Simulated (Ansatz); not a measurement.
Na21, relaxed as a doublet with UKS PBE/def2-SVP in Ansatz, starting from the GFN1-xTB geometry. Force threshold 0.03 eV/Å.

The structure comes from a short search, and lower isomers may exist.

Start:

```tsv
atom	x (Å)	y (Å)	z (Å)
Na1	1.7817	-2.3311	2.5487
Na2	-1.3651	3.6498	3.2864
Na3	2.0763	4.9933	-1.2489
Na4	-1.7323	-3.0186	2.5515
Na5	1.3489	-4.7155	-1.2322
Na6	-1.5501	-5.9745	0.6874
Na7	-3.4818	2.6293	0.1084
Na8	3.4027	-1.4873	-0.9929
Na9	0.8039	-1.8203	-3.5684
Na10	1.4441	1.7709	-3.7457
Na11	-2.8841	0.4652	3.1598
Na12	-1.9533	-3.8694	-2.1482
Na13	-1.1146	3.9219	-2.5474
Na14	-2.2471	0.4311	-2.9858
Na15	-0.2992	6.0035	0.8930
Na16	-0.7837	-7.1376	-2.2304
Na17	3.6421	0.6452	2.0802
Na18	0.6027	0.6651	4.2618
Na19	3.9911	2.0084	-1.3159
Na20	2.1102	4.1450	2.4088
Na21	-3.7923	-0.9743	0.0297
```

Problem. Estimate the energy that the relaxation releases and the steps that it takes.

Solution. 38.9 kcal/mol, in 33 steps; 2.2 min on 2 threads of AMD EPYC 7R13 on a shared host and a share (18 GiB) of an NVIDIA H100 80GB HBM3. The force fell under the threshold at step 30, but the optimiser went on and released 0.013 eV more. No frequencies were taken in this run, so the end may be a saddle point.

Problem. Does the start keep its bonding and symmetry?

Solution. Bonds lost: Na6–Na16 (atoms count from 1). Bonds formed: Na1–Na5, Na2–Na17, Na4–Na5, Na4–Na8, Na4–Na12, Na4–Na14, Na4–Na18, Na4–Na20 (atoms count from 1). Metal–metal contacts that move far: Na12–Na21 4.06 to 3.54 Å.

Problem. Predict the relaxed structure.

Solution. 
```
atom   x (Å)   y (Å)   z (Å)
 Na1   2.520  -2.632   2.447
 Na2  -0.356   2.348   3.123
 Na3   1.966   4.712  -1.904
 Na4  -0.328  -0.786   0.575
 Na5   0.986  -4.160  -0.372
 Na6  -1.695  -3.214   2.180
 Na7  -2.924   2.347   0.513
 Na8   3.020  -1.158  -0.754
 Na9   0.657  -2.190  -3.263
Na10   1.519   1.225  -3.223
Na11  -3.086   0.097   3.324
Na12  -2.263  -3.320  -1.635
Na13  -1.410   3.644  -2.488
Na14  -1.932   0.200  -2.456
Na15  -0.468   5.229   0.860
Na16  -0.171  -5.690  -3.334
Na17   2.905   0.792   2.550
Na18   0.278  -0.820   4.429
Na19   4.204   2.134  -0.582
Na20   0.749   2.142  -0.094
Na21  -4.171  -0.899   0.104
```
Bond lengths (bridged metal pairs left out): 65 × Na–Na 3.19 to 3.97 Å.
